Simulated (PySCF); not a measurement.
C5H5F2O (doublet state).
Z-matrix (Å and degrees, GFN2-xTB geometry), rows numbered from 1:
```
C 
O   1  1.4169
C   2  1.3626  1  114.69
F   3  1.4245  2  109.34  1    68.51
C   3  1.4864  2  109.95  1  -171.36
C   5  1.5010  3  130.08  2  -138.75
C   6  1.3244  5   60.57  3   115.91
F   7  1.3026  5  147.81  6   179.03
H   1  1.0869  2  106.00  3   178.83
H   1  1.0953  2  110.67  3    59.63
H   1  1.0932  2  110.95  3   -61.96
H   3  1.1059  2  113.15  1   -45.84
H   6  1.0610  5  148.08  7  -171.53
```

The hyperfine couplings belong to this conformer and change with its torsions.

As a line formula: `C1[C]([C@@H](OC)F)C=1F` [radical].

Method used: UKS B3LYP, pcH-1 on C F H O, non-relativistic, mean-field spin-orbit, GIAO (PySCF). One conformer (not necessarily the lowest) at the GFN2-xTB geometry, without solvent, vibrations or thermal averaging. The geometry wasn't refined by DFT: couplings that depend on bond lengths, twists or pyramidal angles can differ widely from those at the functional's own minimum. No stability test was run, so a lower SCF solution isn't excluded.

Principal values of hyperfine tensors in MHz (contact and dipolar terms together), for some of the nuclei:

```csv
atom,isotope,A1,A2,A3
C5,13C,254.65,259.69,434.93
C3,13C,102.88,105.34,122.66
C7,13C,-40.45,-28.18,-15.31
H13,1H,-40.18,-27.22,-10.85
C6,13C,-7.61,-4.15,69.28
F8,19F,-36.28,-17.82,15.46
H12,1H,-0.84,2.15,17.54
C1,13C,-1.43,-1.40,-0.45
```

Q: Split each tensor into its isotropic and traceless parts, and turn a_iso into mT with g = 2.0027.

A: a_iso is a third of the trace, T = A − a_iso, and a(mT) = a(MHz)/(g × 13.996).

```json
{"atom": "C5", "a_iso (MHz)": "316.43", "a_iso (mT)": "11.289", "T1": "-61.77", "T2": "-56.73", "T3": "118.51"}
{"atom": "C3", "a_iso (MHz)": "110.29", "a_iso (mT)": "3.935", "T1": "-7.41", "T2": "-4.96", "T3": "12.37"}
{"atom": "C7", "a_iso (MHz)": "-27.98", "a_iso (mT)": "-0.998", "T1": "-12.47", "T2": "-0.20", "T3": "12.67"}
{"atom": "H13", "a_iso (MHz)": "-26.08", "a_iso (mT)": "-0.931", "T1": "-14.10", "T2": "-1.14", "T3": "15.23"}
{"atom": "C6", "a_iso (MHz)": "19.17", "a_iso (mT)": "0.684", "T1": "-26.78", "T2": "-23.32", "T3": "50.10"}
{"atom": "F8", "a_iso (MHz)": "-12.88", "a_iso (mT)": "-0.459", "T1": "-23.40", "T2": "-4.94", "T3": "28.34"}
{"atom": "H12", "a_iso (MHz)": "6.28", "a_iso (mT)": "0.224", "T1": "-7.12", "T2": "-4.14", "T3": "11.26"}
{"atom": "C1", "a_iso (MHz)": "-1.10", "a_iso (mT)": "-0.039", "T1": "-0.34", "T2": "-0.30", "T3": "0.64"}
```

Q: What spin density at the nucleus of C3 lies behind its contact coupling (g_N = 1.40482)?

A: a_FC = 800.24 MHz bohr³ × g_N × ρ(0)/(2S). With a_FC = 110.29 MHz and 2S = 1, ρ(0) = 0.09811 bohr⁻³.

Q: F4 (19F, g_N = 5.25774) isn't in the table. Its spin density at the nucleus is 0.03085 bohr⁻³. What is its contact coupling?

A: By the same relation, a_FC = 129.8 MHz. Its full tensor has the principal values 49.01, 53.23, 287.16 MHz.

Q: Which nucleus of the table has the largest anisotropic coupling, and what is its form?

A: C5: -61.8, -56.7, 118.5 MHz, nearly axial, close to the ratio −1:−1:+2, the form that spin in one p orbital centred on that nucleus gives.

Q: In a single crystal, with the field along each principal axis of the tensor of C7 in turn, what first-order splitting does this nucleus give (isotropic g, quadrupole terms neglected)?

A: 2 lines (I = 1/2), spaced by |A_i|/(g × 13.996): 1.44, 1.01, 0.55 mT along the axes of A1, A2 and A3.

Hardware: Arm Neoverse V1, one thread, no GPU, shared host with 32 logical CPUs at a one-minute load of 16. Cost: 53 s (with the writing of density and orbital grids), 0.88 GiB resident at most.
